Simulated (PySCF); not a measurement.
## `InChI=1S/C9H12/c1-5-9(4)6-7(2)8(9)3/h5H,1-3,6H2,4H3/t9-/m0/s1`

Geometry:
```json
{"atom": "C1", "x (Å)": "2.379", "y (Å)": "1.158", "z (Å)": "-1.079"}
{"atom": "C2", "x (Å)": "1.121", "y (Å)": "1.113", "z (Å)": "-0.679"}
{"atom": "C3", "x (Å)": "0.481", "y (Å)": "0.047", "z (Å)": "0.152"}
{"atom": "C4", "x (Å)": "1.421", "y (Å)": "-1.073", "z (Å)": "0.573"}
{"atom": "C5", "x (Å)": "-0.381", "y (Å)": "0.621", "z (Å)": "1.317"}
{"atom": "C6", "x (Å)": "-1.612", "y (Å)": "0.083", "z (Å)": "0.632"}
{"atom": "C7", "x (Å)": "-2.903", "y (Å)": "0.104", "z (Å)": "0.922"}
{"atom": "C8", "x (Å)": "-0.820", "y (Å)": "-0.456", "z (Å)": "-0.471"}
{"atom": "C9", "x (Å)": "-1.089", "y (Å)": "-1.113", "z (Å)": "-1.586"}
{"atom": "H10", "x (Å)": "2.744", "y (Å)": "1.970", "z (Å)": "-1.686"}
{"atom": "H11", "x (Å)": "3.100", "y (Å)": "0.400", "z (Å)": "-0.826"}
{"atom": "H12", "x (Å)": "0.440", "y (Å)": "1.904", "z (Å)": "-0.971"}
{"atom": "H13", "x (Å)": "0.875", "y (Å)": "-1.815", "z (Å)": "1.152"}
{"atom": "H14", "x (Å)": "1.841", "y (Å)": "-1.565", "z (Å)": "-0.302"}
{"atom": "H15", "x (Å)": "2.230", "y (Å)": "-0.680", "z (Å)": "1.184"}
{"atom": "H16", "x (Å)": "-0.351", "y (Å)": "1.706", "z (Å)": "1.413"}
{"atom": "H17", "x (Å)": "-0.170", "y (Å)": "0.177", "z (Å)": "2.289"}
{"atom": "H18", "x (Å)": "-3.633", "y (Å)": "-0.353", "z (Å)": "0.275"}
{"atom": "H19", "x (Å)": "-3.275", "y (Å)": "0.577", "z (Å)": "1.815"}
{"atom": "H20", "x (Å)": "-2.097", "y (Å)": "-1.383", "z (Å)": "-1.852"}
{"atom": "H21", "x (Å)": "-0.310", "y (Å)": "-1.404", "z (Å)": "-2.271"}
```

Computed, not measured: PySCF, GIAO KT3/pcSseg-1 magnetisability, rotational g tensor and spin-rotation constants, non-relativistic, gas phase. Geometry: GFN2-xTB.

Task: Give the nuclear spin-rotation constants along the inertial axes (H = +C I·J) beside the isotropic shieldings.

Result: Rotational constants 2.7710, 1.2164, 1.1081 GHz. A star marks the isotopologue with that one atom substituted, in its own axes.
```
atom  isotope  Caa (kHz)  Cbb (kHz)  Ccc (kHz)  mean (kHz)  σ (ppm)
 H10       1H     -0.100     -0.138      0.025      -0.071     26.8
 H11       1H     -0.155     -0.143      0.051      -0.082     26.8
 H12       1H     -0.186     -0.141      0.086      -0.080     25.6
 H13       1H     -0.115     -0.147     -0.033      -0.098     30.5
 H14       1H     -0.204     -0.017     -0.113      -0.111     30.4
 H15       1H     -0.155     -0.040     -0.114      -0.103     30.5
 H16       1H     -0.296     -0.054     -0.019      -0.123     29.1
 H17       1H     -0.311     -0.052     -0.016      -0.127     29.1
 H18       1H     -0.096      0.038     -0.127      -0.061     26.2
 H19       1H     -0.161      0.057     -0.129      -0.078     26.8
 H20       1H      0.118     -0.061     -0.126      -0.023     26.4
 H21       1H      0.060     -0.045     -0.128      -0.038     26.9
  C1     13C*      0.795      0.155      0.456       0.469     80.8
  C2     13C*      0.947      0.198      0.550       0.565     43.5
  C3     13C*      0.608      0.200      0.213       0.341    136.5
  C4     13C*      0.447      0.180      0.165       0.264    161.9
  C5     13C*      0.448      0.259      0.204       0.304    140.2
  C6     13C*      0.991      0.580      0.189       0.586     42.9
  C7     13C*      0.772      0.496      0.145       0.471     82.5
  C8     13C*      1.347      0.466      0.206       0.673     32.3
  C9     13C*      1.088      0.348      0.141       0.526     85.0
```
For the geometry as given, no vibrational averaging.
